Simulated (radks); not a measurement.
Results of a calculation; reference values are marked as such.
Trend from Li+ to Ne+: ionisation energy by Delta-SCF between NIST ground configurations, and size. Level of theory: scalar-relativistic Kohn-Sham, PBE, spin-polarised, spherical densities, point nucleus; open shells are filled with parallel spins first (a radial shooting solver on a logarithmic mesh with Libxc functionals).

| species | configuration | IE (eV) | NIST (eV) | kind | outermost | <r> outermost (bohr) | r at 0.001 e/bohr^3 (bohr) |
|---|---|---|---|---|---|---|---|
| Li+ | [He] | 75.368 | 75.640 | theory | 1s | 0.579 | 1.86 |
| Be+ | [He] 2s1 | 18.500 | 18.211 | exp. | 2s | 2.25 | 3.43 |
| B+ | [He] 2s2 | 24.613 | 25.155 | exp. | 2s | 1.78 | 3.33 |
| C+ | [He] 2s2 2p1 | 24.583 | 24.383 | exp. | 2p | 1.49 | 3.17 |
| N+ | [He] 2s2 2p2 | 30.078 | 29.601 | semi-emp. | 2s | 1.27 | 3.00 |
| O+ | [He] 2s2 2p3 | 35.495 | 35.121 | exp. | 2s | 1.11 | 2.85 |
| F+ | [He] 2s2 2p4 | 34.944 | 34.971 | exp. | 2p | 1.01 | 2.74 |
| Ne+ | [He] 2s2 2p5 | 41.371 | 40.963 | exp. | 2p | 0.893 | 2.63 |

Reference values: NIST Atomic Spectra Database (exp. = measured, semi-emp. = semi-empirical, theory = theoretical value adopted there). Open shells are spherical and high-spin; term and fine-structure splittings are not resolved.
